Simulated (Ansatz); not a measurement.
C$_{3}$H$_{9}$BClNSi, SMILES `BN(CC=C)[SiH2]Cl`, relaxed with RKS PBE0-D4/def2-TZVP in Ansatz from a PBE-D4/def2-SVP geometry. The force threshold is 0.005 eV/Å; the program also tests the step.

Charge 0, multiplicity 1.

Start:

```xyz
16

B     0.464   -0.468   -1.811
N     0.408   -0.601   -0.403
C    -0.875   -0.807    0.286
C    -1.620    0.454    0.643
C    -1.263    1.709    0.329
Si    1.898   -0.503    0.552
Cl    2.199    1.392    1.367
H    -0.561   -0.584   -2.459
H     1.537   -0.257   -2.344
H    -0.712   -1.405    1.212
H    -1.526   -1.435   -0.361
H    -2.555    0.279    1.205
H    -0.336    1.931   -0.220
H    -1.884    2.565    0.635
H     3.058   -0.812   -0.334
H     1.767   -1.458    1.702
```

```
step  energy (eV)  largest force (eV/Å)  largest move (Å)
   1  -25814.9649                 0.570             0.000
   2  -25815.0415                 0.307             0.041
   3  -25815.0460                 0.270             0.027
   4  -25815.0502                 0.060             0.029
   5  -25815.0507                 0.029             0.006
   6  -25815.0507                 0.019             0.009
   7  -25815.0508                 0.007             0.006
   8  -25815.0509                 0.020             0.012
   9  -25815.0510                 0.023             0.013
  10  -25815.0510                 0.014             0.021
  11  -25815.0511                 0.017             0.031
  12  -25815.0512                 0.015             0.021
  13  -25815.0513                 0.027             0.038
  14  -25815.0514                 0.023             0.026
  15  -25815.0515                 0.022             0.020
  16  -25815.0516                 0.019             0.029
  17  -25815.0517                 0.018             0.033
  18  -25815.0517                 0.015             0.030
  19  -25815.0518                 0.011             0.021
  20  -25815.0518                 0.007             0.011
  21  -25815.0518                 0.003             0.002
```

End:

```xyz
16

B     0.437   -0.459   -1.775
N     0.421   -0.576   -0.378
C    -0.840   -0.771    0.333
C    -1.606    0.483    0.615
C    -1.275    1.708    0.241
Si    1.895   -0.537    0.538
Cl    2.107    1.201    1.614
H    -0.589   -0.573   -2.382
H     1.478   -0.261   -2.332
H    -0.652   -1.290    1.282
H    -1.473   -1.445   -0.255
H    -2.525    0.323    1.175
H    -0.365    1.913   -0.311
H    -1.905    2.554    0.487
H     3.035   -0.643   -0.389
H     1.856   -1.629    1.537
```

Hardware: 8 threads of an Arm Neoverse V1 on a shared host. Wall time 2.1 min, peak host memory 1.1 GiB.
